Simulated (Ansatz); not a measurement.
Reaction (cleavage of the Si–B bond): `[SiH3][SiH2]BS` + `BNC=C` → `BN(C=C)[SiH2][SiH3]` + `BS`

Isolated molecules relaxed with PBE0-D4/def2-TZVP in Ansatz; ΔE leaves out vibrations. CCSD(T)/CBS adds triple-zeta CCSD(T) − MP2 to the extrapolated MP2 energy (def2 sets, frozen cores). This one scheme is used for every species. DFT in def2-TZVPP. B3LYP here is the variant with VWN-RPA as its local correlation; programs differ in this. Each species was taken in one conformer, which may not be the lowest.

Task: Is it downhill or uphill in electronic energy at CCSD(T)/CBS, and by how much? (An estimate is asked.)

Result: The calculation gave: Downhill: ΔE = -0.33 eV.

Task: What do these levels give: PBE0-D4, B3LYP-D4, B2PLYP, PBE, r2SCAN, PBE0, HF/def2-TZVPP, SCS-MP2/def2-TZVPP, CCSD/def2-TZVPP, HF/def2-QZVPP, MP2/def2-QZVPP, MP2/CBS(def2)? (Best estimate.)

Result: The calculation gave: PBE0-D4 -0.18, B3LYP-D4 -0.30, B2PLYP -0.28, PBE -0.05, r2SCAN -0.18, PBE0 -0.12, HF/def2-TZVPP -0.36, SCS-MP2/def2-TZVPP -0.41, CCSD/def2-TZVPP -0.34, HF/def2-QZVPP -0.37, MP2/def2-QZVPP -0.42, MP2/CBS(def2) -0.41 eV.

Largest T1 diagnostic among the species: 0.016.

From PBE to PBE0 (25 % exact exchange), in def2-TZVPP and without D4, ΔE moves by −0.07 eV. The D4 term adds −0.11 eV with B3LYP and −0.06 eV with PBE0; it sums over pairs of atoms, weighted by their polarisabilities, and B3LYP, whose exchange is more repulsive, gets the larger term.
